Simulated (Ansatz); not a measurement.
Consider the ligand exchange at the Si–N bond: `[SiH3][N]([SiH3])[AlH][Cl]` + `[OH][Mg][N]([SiH3])[SiH3]` → `[SiH3][O][Mg][N]([SiH3])[SiH3]` + `[SiH3][NH][AlH][Cl]`.

Program: Ansatz. Geometries: PBE0-D4/def2-TZVP. ΔE: electronic, gas phase. CCSD(T)/CBS adds triple-zeta CCSD(T) − MP2 to the extrapolated MP2 energy (def2 sets, frozen cores). For Mg outer-core shells are correlated without core-valence functions, which leaves a few kJ/mol of doubt a bond. One conformer a species, not always the lowest.

```tsv
species	CCSD(T)/CBS(def2) energy (Eh)
`[SiH3][N]([SiH3])[AlH][Cl]`	-1339.00991
`[OH][Mg][N]([SiH3])[SiH3]`	-912.25844
`[SiH3][O][Mg][N]([SiH3])[SiH3]`	-1202.58589
`[SiH3][NH][AlH][Cl]`	-1048.70845
```

Q: Work out ΔE.

A: ΔE = (-1202.58589) + (-1048.70845) − (-1339.00991) − (-912.25844) = -0.02599 Eh = -16.3 kcal/mol.

Largest T1 diagnostic among the species: 0.011.

The D4 term adds +2.6 kcal/mol with B3LYP and +1.4 kcal/mol with PBE0; it sums over pairs of atoms, weighted by their polarisabilities, and B3LYP, whose exchange is more repulsive, gets the larger term. Leaving LDA and LC-ωPBE aside and taking each functional with its dispersion term where it has one, the values, not all of them listed here, spread over 4.0 kcal/mol, from B97M-V to revPBE-D4. LDA lies +2.1 kcal/mol from PBE without D4.

B3LYP here is the variant with VWN-RPA as its local correlation; programs differ in this.
